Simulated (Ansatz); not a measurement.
Cartesian coordinates in Å:
```
Si 1.588 -1.108 -0.026
C 0.176 -0.135 0.736
C 0.165 1.358 0.267
Si -1.264 0.897 -0.873
C -1.221 -0.629 0.232
H 2.900 -0.553 0.407
H 1.509 -2.541 0.369
H 1.510 -1.025 -1.511
H 0.278 -0.225 1.823
H -0.146 2.030 1.070
H 1.097 1.743 -0.150
H -2.486 1.750 -0.870
H -0.877 0.652 -2.289
H -1.973 -0.587 1.024
H -1.255 -1.627 -0.209
```

Charge 0, multiplicity 1.

List the B3LYP/def2-TZVPP orbital energies in eV (Ansatz 0.2.0). (An estimate is asked.)

The calculation gave: Occupied: -1798.72, -1798.64, -277.03, -276.57, -276.57, -143.27, -143.21, -98.58, -98.58, -98.57, -98.52, -98.52, -98.51, -21.81, -18.21, -16.40, -14.28, -13.78, -12.42, -11.83, -11.05, -9.98, -9.43, -9.28, -9.10, -8.17, -8.13, -7.65. Lowest empty: 0.03, 0.29, 0.88, 1.08, 1.45, 1.51, 1.57, 1.84.

B3LYP here is the variant with VWN-RPA as its local correlation; programs differ in this.
